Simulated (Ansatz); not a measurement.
Geometry optimisation, RKS r2SCAN/def2-SVP in Ansatz 0.2.0.

Input file:

```yaml
crystal:
  periodic: [false, false, false]
  atoms:
    - { symbol: In, position_ang: [-1.2337, -0.4177, -0.3444] }
    - { symbol: Cl, position_ang: [0.5824, -2.5996, -0.6561] }
    - { symbol: H, position_ang: [-1.1282, -2.592, -1.0279] }
    - { symbol: C, position_ang: [0.2747, 1.2148, 0.4187] }
    - { symbol: H, position_ang: [0.3691, 1.1314, 1.5021] }
    - { symbol: H, position_ang: [1.247, 1.0622, -0.0466] }
    - { symbol: H, position_ang: [-0.1112, 2.2009, 0.1543] }
basis:
  gaussian: { orbitals: def2-SVP }
hamiltonian:
  xc: r2scan
relax:
  f_tol: 0.15
  max_steps: 25
  restrain:
    - { distance: [2, 1], at: 1.33, k: 30.0 }
    - { distance: [0, 1], at: 3.74, k: 30.0 }
    - { distance: [0, 2], at: 3.03, k: 30.0 }
```

Command:

```bash
$ ansatz run input.yaml --threads 2 --pin off --max-ram 3072MiB --backend cpu --events-out ev --progress --plain --runs-dir out
```

Where does it end, and by what steps?

It converged. The restraints hold the end off the free minimum. After 5 steps the energy has fallen by 0.871 eV (the restraints' own energy left out); Cl2 moved furthest, 0.63 Å. Parted: In1–Cl2. Joined: Cl2–H3.

```json
{"step": "0", "energy less start (eV)": "0.0000", "largest force component (eV/Å)": "1.729", "accepted": "yes"}
{"step": "1", "energy less start (eV)": "-0.0220", "largest force component (eV/Å)": "2.751", "accepted": "yes"}
{"step": "2", "energy less start (eV)": "-0.3796", "largest force component (eV/Å)": "3.299", "accepted": "yes"}
{"step": "3", "energy less start (eV)": "-0.8129", "largest force component (eV/Å)": "0.511", "accepted": "yes"}
{"step": "4", "energy less start (eV)": "-0.8560", "largest force component (eV/Å)": "0.679", "accepted": "yes"}
{"step": "5", "energy less start (eV)": "-0.8706", "largest force component (eV/Å)": "0.545", "accepted": "yes"}
```

```xyz
7
Properties=species:S:1:pos:R:3
In -1.412 -0.010 -0.289
Cl 0.488 -3.163 -0.918
H -0.796 -2.896 -0.973
C 0.202 1.349 0.449
H 0.355 1.233 1.538
H 1.150 1.072 -0.048
H 0.013 2.416 0.241
```

The run took 17 s on 2 threads of Arm Neoverse V1, with other jobs on the host, peak memory 0.15 GiB.
